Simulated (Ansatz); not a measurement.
Mulliken charges of `[SiH3][Al]1[AlH][SiH2]1` from B3LYP/def2-TZVPP in Ansatz (PBE0-D4/def2-TZVP geometry).

```
atom   x (Å)   y (Å)   z (Å)  charge (e)
 Si1  -1.427   1.265  -1.412       0.057
 Al2  -0.140  -0.430  -0.177       0.138
 Al3   0.542  -2.376   1.199       0.172
 Si4   1.875  -0.449   1.195       0.009
  H5  -1.959   0.687  -2.679      -0.060
  H6  -2.590   1.742  -0.612      -0.057
  H7  -0.590   2.447  -1.761      -0.054
  H8   0.798  -3.934   1.337      -0.099
  H9   0.620   0.510   1.257      -0.067
 H10   2.952   0.487   1.656      -0.039
```

By hand: the dipole of these point charges (1 e Å = 4.8032 D).

Σ q r = (0.071, -0.336, 0.122) e Å, of length 0.364 e Å = 1.75 D.

How does the dipole of the full density compare? (Estimate.)

The calculation gave: (-0.037, -0.068, 0.008) e Å, 0.37 D; the point charges give 4.73 times that, at 42° from its direction.

Point charges leave out the atoms' own dipoles, such as those of lone pairs, and Mulliken's split depends on the basis, so the two needn't agree.

B3LYP here is the variant with VWN-RPA as its local correlation; programs differ in this.
